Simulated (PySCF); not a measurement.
C3H9FSi2, SMILES [SiH3]C1([SiH2]F)CC1.

Geometry optimised at ωB97X-D3(BJ)/def2-SVP. The structure was generated by enumeration, and PubChem lists no compound with its InChIKey, so it may never have been made. The values are those of a single conformer.

All values below come from TDA-B3LYP/def2-SVPD (PySCF 2.14.0).

Vertical excitations. Isolated molecule, no solvent.

Computed UV-visible absorptions:
| state | energy (eV) | λ (nm) | f | main pairs |
|---|---|---|---|---|
| S1 | 7.19 | 172 | 0.015 | HOMO→LUMO 97 % |
| S2 | 7.31 | 170 | 0.008 | HOMO−1→LUMO 96 % |
| S3 | 7.56 | 164 | 0.019 | HOMO−2→LUMO 94 % |
| S4 | 7.74 | 160 | 0.005 | HOMO→LUMO+1 94 % |
| S5 | 7.78 | 159 | 0.011 | HOMO−1→LUMO+1 96 % |
| S6 | 7.91 | 157 | 0.007 | HOMO−2→LUMO+1 91 % |
| T1 | 6.91 | 179 | 0 | HOMO→LUMO 89 % |
| T2 | 7.13 | 174 | 0 | HOMO−1→LUMO 81 % |
Triplets are in the Tamm–Dancoff approximation.
